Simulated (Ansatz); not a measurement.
Reaction (atomization): `O/C=[C](\[AlH2])[SiH3]` → Al• + 2 C• + 7 H• + O• + Si•

Gas-phase electronic energies from Ansatz, PBE0-D4/def2-TZVP geometries. CCSD(T)/CBS is the MP2 limit (def2-TZVPP, def2-QZVPP) plus CCSD(T) − MP2 in def2-TZVPP, frozen cores. This one scheme is used for every species, atoms too. DFT in def2-TZVPP. Open shells (•) are unrestricted, without spin–orbit coupling. Spin–orbit coupling would lower the free atoms: a little for Al, C, O, Si. Each species was taken in one conformer, which may not be the lowest.

`O/C=[C](\[AlH2])[SiH3]`:

```xyz
12

O    -0.161    1.505   -1.920
C    -0.461    1.140   -0.668
C    -0.033    0.048    0.001
Al    1.156   -1.207   -0.839
Si   -0.640   -0.166    1.734
H     0.438    0.852   -2.315
H    -1.134    1.881   -0.235
H     1.698   -2.505   -0.119
H     1.582   -0.863   -2.344
H    -1.538    0.966    2.105
H     0.488   -0.211    2.706
H    -1.396   -1.440    1.894
```

| level | ΔE (eV) |
| --- | --- |
| PBE0-D4 | 42.72 |
| HF/def2-TZVPP | 31.35 |

What does CCSD(T)/CBS give? (Estimate.)

Computed: +42.89 eV. The listed levels differ from it by -0.17, -11.54 eV.

Largest T1 diagnostic among the species: 0.018.

From PBE to PBE0 (25 % exact exchange), in def2-TZVPP and without D4, ΔE moves by −0.62 eV: exact exchange takes away binding that semilocal exchange gives to molecules. In def2-TZVPP, CCSD(T) changes the Hartree–Fock value by +10.42 eV (the triples alone add +0.64 eV) and MP2 by +10.95 eV; breaking electron pairs costs correlation energy, which Hartree–Fock lacks.

For atomizations the MP2-based limit and the directly extrapolated one differ by several kJ/mol either way, and by 10 to 25 for some Ge, Se and Sn compounds, so smaller differences from it don't rank the levels.
